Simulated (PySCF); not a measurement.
B(Cl)(vinyl)(OMe) (C₃H₆BClO), SMILES C=CB(Cl)OC. Geometry: ωB97X-D3(BJ)/def2-SVP. The values are those of a single conformer.

Task: Give the equilibrium geometry at ωB97X-D3(BJ)/def2-SVP (PySCF confirms it by a frequency run) as bond lengths and angles. (The exact figures need the calculation; the answer reports its results.)

Result: Several could match; the one computed here: 
Atoms: B1 Cl2 C3 C4 H5 H6 H7 O8 C9 H10 H11 H12. Bonds (Å): B1–Cl2 1.778, B1–C3 1.568, B1–O8 1.345, C3–C4 1.340, C3–H5 1.098, C4–H6 1.096, C4–H7 1.096, O8–C9 1.413, C9–H10 1.101, C9–H11 1.100, C9–H12 1.102. Bond angles (°): Cl2–B1–C3 117.4, Cl2–B1–O8 115.5, C3–B1–O8 127.2, B1–C3–C4 124.9, B1–C3–H5 117.1, C4–C3–H5 117.7, C3–C4–H6 121.9, C3–C4–H7 122.3, H6–C4–H7 115.8, B1–O8–C9 126.0, O8–C9–H10 111.9, O8–C9–H11 107.9, O8–C9–H12 110.2, H10–C9–H11 109.3, H10–C9–H12 109.1, H11–C9–H12 108.4.
